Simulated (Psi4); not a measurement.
InP (SMILES [P]=[In]), triplet, at a GFN2-xTB geometry (such geometries of metal compounds can be far from the true shape) (core potentials on In); B97M-V/def2-TZVP (Psi4).

Here is a job for Psi4.
```
memory 2 GB

molecule {
0 3
  In   -0.00000000   -0.00000000   -0.61389725
  P     0.00000000    0.00000000    2.00539769
}

set basis def2-tzvp
set reference uks
set scf_type pk
set puream true
set d_convergence 1e-8
set dft_radial_points 99
set dft_spherical_points 590

energy('b97m-v')
print_variables()
```

Output, abridged:

```
   => Loading Basis Set <=

    Name: DEF2-TZVP
    Role: ORBITAL
    Keyword: BASIS

    !!!  WARNING: ECP capability is in beta. Please check occupations closely.  !!!

         ---------------------------------------------------------
                                   SCF
               by Justin Turney, Rob Parrish, Andy Simmonett
                          and Daniel G. A. Smith
                              UKS Reference
         ---------------------------------------------------------

  ==> Geometry <==

    Molecular point group: c2v
    Full point group: C_inf_v

    Geometry (in Angstrom), charge = 0, multiplicity = 3:

       Center              X                  Y                   Z               Mass
    ------------   -----------------  -----------------  -----------------  -----------------
         IN           0.000000000000     0.000000000000    -0.556147039701   114.903878776000
         P            0.000000000000     0.000000000000     2.063147900299    30.973761998420

  Running in c2v symmetry.

  Rotational constants: A = ************  B =      0.10071  C =      0.10071 [cm^-1]
  Rotational constants: A = ************  B =   3019.31536  C =   3019.31536 [MHz]
  Nuclear repulsion =   63.639576748485602

  Charge       = 0
  Multiplicity = 3
  Electrons    = 36
  Nalpha       = 19
  Nbeta        = 17

  ==> Algorithm <==

  SCF Algorithm Type is PK.
  DIIS enabled.
  MOM disabled.
  Fractional occupation disabled.
  Guess Type is SAD.
  Energy threshold   = 1.00e-06
  Density threshold  = 1.00e-08
  Integral threshold = 1.00e-12

  ==> Primary Basis <==

  Basis Set: DEF2-TZVP
    Blend: DEF2-TZVP
    Number of shells: 29
    Number of basis functions: 87
    Number of Cartesian functions: 101
    Spherical Harmonics?: true
    Max angular momentum: 3

  Core potential: DEF2-TZVP
    Number of shells: 4
    Number of ECP primitives: 18
    Number of ECP core electrons: 28
    Max angular momentum: 3

  ==> DFT Potential <==

   => LibXC <=

    Version 7.1.2
    S. Lehtola, C. Steigemann, M. J. T. Oliveira, and M. A. L. Marques,  SoftwareX 7, 1–5 (2018) (10.1016/j.softx.2017.11.002)

   => Composite Functional: B97M-V <=

    B97M-V GGA Exchange-Correlation Functional

    N. Mardirossian and M. Head-Gordon,  J. Chem. Phys. 142, 074111 (2015) (10.1063/1.4907719)

    Deriv               =              1
    GGA                 =           TRUE
    Meta                =           TRUE

    Exchange Hybrid     =          FALSE
    MP2 Hybrid          =          FALSE

   => Exchange-Correlation Functionals <=

    1.0000   B97M-V exchange-correlation functional

   => LibXC Density Thresholds  <==

    XC_MGGA_XC_B97M_V:  1.00E-15

   => VV10 Non-Local Parameters <=

    VV10 B              =     6.0000E+00
    VV10 C              =     1.0000E-02

   => Molecular Quadrature <=

    Radial Scheme          =       TREUTLER
    Pruning Scheme         =           NONE
    Nuclear Scheme         =       TREUTLER

    Blocking Scheme        =         OCTREE
    BS radius alpha        =              1
    Pruning alpha          =              1
    Radial Points          =             99
    Spherical Points       =            590
    Total Points           =         111118
    Total Blocks           =            973
    Max Points             =            256
    Max Functions          =             85
    Weights Tolerance      =       1.00E-15

  ==> Integral Setup <==

  Using in-core PK algorithm.
   Calculation information:
      Number of atoms:                   2
      Number of AO shells:              29
      Number of primitives:             56
      Number of atomic orbitals:       101
      Number of basis functions:        87

      Integral cutoff                 1.00e-12
      Number of threads:                 1

  Performing in-core PK
  Using 14657412 doubles for integral storage.
  We computed 86936 shell quartets total.
  Whereas there are 94830 unique shell quartets.

  ==> DiskJK: Disk-Based J/K Matrices <==

    J tasked:                  Yes
    K tasked:                   No
    wK tasked:                  No
    Schwarz Cutoff:          1E-12

  Minimum eigenvalue in the overlap matrix is 2.8859651720E-03.
  Reciprocal condition number of the overlap matrix is 7.4795527746E-04.
    Using symmetric orthogonalization.

  ==> Pre-Iterations <==

  SCF Guess: Superposition of Atomic Densities via on-the-fly atomic UHF (no occupation information).

   -------------------------
    Irrep   Nso     Nmo
   -------------------------
     A1        37      37
     A2         8       8
     B1        21      21
     B2        21      21
   -------------------------
    Total      87      87
   -------------------------

  ==> Iterations <==

                        Total Energy        Delta E     RMS |[F,P]|

   @UKS iter SAD:  -530.32219382675089   -5.30322e+02   0.00000e+00
    Occupation by irrep:
             A1    A2    B1    B2
    DOCC [     9,    1,    3,    4 ]
    SOCC [     1,    0,    1,    0 ]
    NA   [    10,    1,    4,    4 ]
    NB   [     9,    1,    3,    4 ]

   @UKS iter   1:  -531.17212686609514   -8.49933e-01   1.36281e-02 DIIS/ADIIS
    Occupation by irrep:
             A1    A2    B1    B2
    DOCC [    10,    1,    3,    3 ]
    SOCC [     0,    0,    1,    1 ]
    NA   [    10,    1,    4,    4 ]
    NB   [    10,    1,    3,    3 ]

   @UKS iter   2:  -531.01610169007006    1.56025e-01   1.78412e-02 DIIS/ADIIS
   @UKS iter   3:  -531.29957094501856   -2.83469e-01   5.14231e-03 DIIS/ADIIS
   @UKS iter   4:  -531.35335862880845   -5.37877e-02   1.64789e-03 DIIS/ADIIS
   @UKS iter   5:  -531.35938294622008   -6.02432e-03   1.49189e-04 DIIS/ADIIS
   @UKS iter   6:  -531.35941588222920   -3.29360e-05   5.02446e-05 DIIS
   @UKS iter   7:  -531.35942144703029   -5.56480e-06   1.56342e-05 DIIS
   @UKS iter   8:  -531.35942167823134   -2.31201e-07   5.29932e-06 DIIS
   @UKS iter   9:  -531.35942171486829   -3.66369e-08   9.69346e-07 DIIS
   @UKS iter  10:  -531.35942171670365   -1.83536e-09   3.18487e-07 DIIS
   @UKS iter  11:  -531.35942171699196   -2.88310e-10   2.91572e-08 DIIS
   @UKS iter  12:  -531.35942171699332   -1.36424e-12   8.31687e-09 DIIS
  Energy and wave function converged.

  ==> Post-Iterations <==

   Electrons on quadrature grid:
      Nalpha   =   18.9999999142 ; deviation = -8.583e-08
      Nbeta    =   16.9999999255 ; deviation = -7.448e-08
      Ntotal   =   35.9999998397 ; deviation = -1.603e-07

   @Spin Contamination Metric:   9.320441412E-03
   @S^2 Expected:                2.000000000E+00
   @S^2 Observed:                2.009320441E+00
   @S   Expected:                1.000000000E+00
   @S   Observed:                1.000000000E+00

    Orbital Energies [Eh]
    ---------------------

    Alpha Occupied:

[...]
      10A1    -0.181904

    Alpha Virtual:

[...]
    Beta Occupied:

[...]
    Beta Virtual:

[...]
      37A1   125.433342

    Final Occupation by Irrep:
             A1    A2    B1    B2
    DOCC [    10,    1,    3,    3 ]
    SOCC [     0,    0,    1,    1 ]
    NA   [    10,    1,    4,    4 ]
    NB   [    10,    1,    3,    3 ]

  @UKS Final Energy:  -531.35942171699332

   => Energetics <=

    Nuclear Repulsion Energy =             63.6395767484856023
    One-Electron Energy =                -934.1936320920352728
    Two-Electron Energy =                 379.0452674078759401
    DFT Exchange-Correlation Energy =     -39.9951980690699571
    Empirical Dispersion Energy =           0.0000000000000000
    VV10 Nonlocal Energy =                  0.1445642877502731
    Total Energy =                       -531.3594217169933245

  UHF NO Occupations:
  HONO-2 :   10 A1 1.9966330
  HONO-1 :    4 B2 1.0000000
  HONO-0 :    4 B1 1.0000000
  LUNO+0 :   11 A1 0.0033670
  LUNO+1 :   12 A1 0.0012391
  LUNO+2 :   13 A1 0.0000506
  LUNO+3 :    5 B2 0.0000024

Computation Completed

Properties will be evaluated at   0.000000,   0.000000,   0.000000 [a0]

Properties computed using the SCF density matrix

 Multipole Moments:

 ------------------------------------------------------------------------------------
     Multipole            Electronic (a.u.)      Nuclear  (a.u.)        Total (a.u.)
 ------------------------------------------------------------------------------------

 L = 1.  Multiply by 2.5417464519 to convert [e a0] to [Debye]
 Dipole X            :          0.0000000            0.0000000            0.0000000
 Dipole Y            :          0.0000000            0.0000000            0.0000000
 Dipole Z            :        -37.1953557           36.4114899           -0.7838657
 Magnitude           :                                                    0.7838657

 ------------------------------------------------------------------------------------

  Variable Map:
  ----------------------------------------------------------------------------
[...]
  Array Variable Map:
  ----------------------------------------------------------------------------
[...]
[...]
```
